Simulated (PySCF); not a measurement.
Identify the unknown among the candidates.

All candidates are C6H8O2.

- Rotational structure: rotational constants A, B, C: 5.038, 1.189, 0.975 GHz [GFN2-xTB]
- Dipole: 0.61 D [CAM-B3LYP/def2-SVPD]
- Triplet: lowest triplet excitation (Tamm–Dancoff): 2.18 eV [TDA CAM-B3LYP/def2-SVPD]
- Polarisability: 77.5 au [CAM-B3LYP/def2-SVPD]
- UV, strongest line: among the 8 lowest singlet transitions: S3 at 5.25 eV (236 nm, f = 0.179) [TDDFT CAM-B3LYP/def2-SVPD]
- UV, first state: lowest singlet excitation: 2.67 eV (465 nm, f = 0.000) [TDDFT CAM-B3LYP/def2-SVPD]

The electronic properties come from PySCF, for the isolated species, density fitting. Levels stand in brackets. Geometry: GFN2-xTB, one conformer, isolated molecule.

Task: Which candidate is it?
A. `C=CC[C@@H]1COC1=O`
B. `C=CC(=O)C(=O)CC`
C. `O=C(O)CCC1C=C1`

Result: B. It is `C=CC(=O)C(=O)CC`. Numbering: `[CH2:1]=[CH:2][C:3](=[O:4])[C:5](=[O:6])[CH2:7][CH3:8]`. Its formula, C6H8O2, gives 3 degrees of unsaturation: 0 rings and 3 π bonds in the structure found. S1 is mainly HOMO→LUMO (weight 0.95); the largest Löwdin shares of the orbital it empties are 0.30 on a ketone oxygen, 0.28 on a ketone oxygen and 0.11 on each of 2 atoms of one kind (ketone carbonyl carbon), of the orbital it fills 0.22 on a ketone carbonyl carbon, 0.22 on a ketone oxygen, 0.15 on a ketone oxygen and 0.14 on the terminal =CH2 carbon. By its constants the optimised geometry is an asymmetric top.

The others, at the same levels:
- `O=C(O)CCC1C=C1` fails: its computed lowest singlet excitation is 5.91 eV (210 nm, f = 0.000) (against 2.67 eV), lowest triplet excitation (Tamm–Dancoff) is 4.10 eV (against 2.18 eV) and strongest line among the 8 lowest singlet transitions is S3 at 6.41 eV (193 nm, f = 0.067) (against S3 at 5.25 eV).
- `C=CC[C@@H]1COC1=O` fails: its computed lowest singlet excitation is 5.92 eV (209 nm, f = 0.003) (against 2.67 eV), lowest triplet excitation (Tamm–Dancoff) is 4.51 eV (against 2.18 eV) and strongest line among the 8 lowest singlet transitions is S2 at 7.48 eV (166 nm, f = 0.263) (against S3 at 5.25 eV).

Each candidate is one conformer, not necessarily the lowest. Dipoles, sizes and rotational constants follow the conformer. The torsions of the flexible species, by atom-mapped SMILES:
- `[CH2:1]=[CH:2][C:3](=[O:4])[C:5](=[O:6])[CH2:7][CH3:8]`: C1–C2–C3–O4 2°, C2–C3–C5–O6 -6°, C3–C5–C7–C8 179°
- `[O:1]=[C:2]([OH:3])[CH2:4][CH2:5][CH:6]1[CH:7]=[CH:8]1`: O1–C2–C4–C5 -35°, C2–C4–C5–C6 -70°, C4–C5–C6–C7 87°, H–O3–C2–O1 -1°
- `[CH2:1]=[CH:2][CH2:3][C@@H:4]1[CH2:5][O:6][C:7]1=[O:8]`: C1–C2–C3–C4 115°, C2–C3–C4–C5 -76°
